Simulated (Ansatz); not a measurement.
Ansatz (an electronic-structure program) input:

Ansatz 0.2 input:
```yaml
crystal:
  periodic: [false, false, false]
  atoms:
    - {symbol: Ta, position_ang: [-0.00000000, -0.00000000, -0.13492245]}
    - {symbol: C, position_ang: [0.00000000, 0.00000000, 1.64155649]}
basis:
  gaussian:
    orbitals: def2-TZVPD
hamiltonian:
  xc: {name: CAM-B3LYP}
magnetization: {spin_polarized: true, initial_magnetization: 3}
output: {forces: true}
```

**Question.** Predict the final energy.

**Answer.** -94.78683 Eh (CAM-B3LYP/def2-TZVPD). The basis has 80 functions.

The spin state was set by rule; other spins were not relaxed.
